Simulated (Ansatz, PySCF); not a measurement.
Mo(F)2(OH)4 (F₂H₄MoO₄), SMILES [Mo]([OH])([F])([F])([OH])([OH])[OH], multiplicity 1. Atoms are numbered in the order given.

```xyz
11

Mo     0.0000    -0.0001     0.1939
F     -1.1841     0.4964    -1.1860
F      1.1814    -0.4933    -1.1895
O     -0.4539    -1.8453     0.0300
H     -0.0299    -2.3085    -0.7105
O      0.4544     1.8453     0.0330
H      0.0293     2.3099    -0.7060
O     -1.3731     0.0032     1.4378
H     -2.0885    -0.6490     1.4907
O      1.3751    -0.0058     1.4357
H      2.0894     0.6475     1.4895
```
Charge 0, spin multiplicity 1.

The structure is a stationary point at r2SCAN-D4/def2-SVP. The multiplicity is an assumed one; other spin states were not compared. The def2 effective core potentials stand for the cores of Mo; spin–orbit coupling is left out. One conformer was computed; it need not be the lowest.

Two levels are set side by side: PBE-D3(BJ)/def2-SVP (Ansatz, an electronic-structure program) and r2SCAN-D4/def2-SVP (Ansatz). Each level has its own optimised geometry; the coordinates shown are those of the second. Frequencies come from the Hessian of PySCF at each geometry. Differences are taken from unrounded values.

```csv
quantity,r2SCAN-D4,PBE-D3(BJ),PBE-D3(BJ) minus r2SCAN-D4
mean bond length (Å),1.517,1.529,0.011
bond Mo1–F2 (Å),1.885,1.897,0.012
bond Mo1–F3 (Å),1.885,1.897,0.012
bond Mo1–O4 (Å),1.907,1.923,0.015
bond Mo1–O6 (Å),1.907,1.923,0.015
bond Mo1–O8 (Å),1.853,1.866,0.013
bond Mo1–O10 (Å),1.853,1.866,0.013
bond O4–H5 (Å),0.971,0.979,0.009
bond O6–H7 (Å),0.971,0.979,0.009
bond O8–H9 (Å),0.969,0.977,0.008
bond O10–H11 (Å),0.969,0.977,0.008
highest harmonic wavenumber (cm⁻¹),3830,3723,-107
mean harmonic wavenumber (cm⁻¹),961,933,-28
zero-point energy (kcal/mol),37.09,36.00,-1.09
```
